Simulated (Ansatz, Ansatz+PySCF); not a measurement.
```xyz
3

N     0.1496    0.0171   -0.0264
N     1.1614   -0.1137   -0.4172
O     0.3153    3.2846    0.5883
```

Basis set: def2-SVP (spherical functions). Left uncorrelated: 3 orbitals. Charge 0, multiplicity 3.

Computed with Ansatz (development build ahead of 0.2.0); each method stands on the lowest determinant of its kind that the runs found.

(1) Give the atomization energy at this shape (free ground-state atoms in the same class of orbitals less the molecule, no zero-point energy) of triplet N2O by UHF-MP2, UHF.

Results:

(1)

| method | atomization energy |
| --- | --- |
| UHF-MP2 | 9.50 eV |
| UHF | 4.90 eV |

Caution for UHF-MP2: MP2 forces lie far from those of the mean fields.
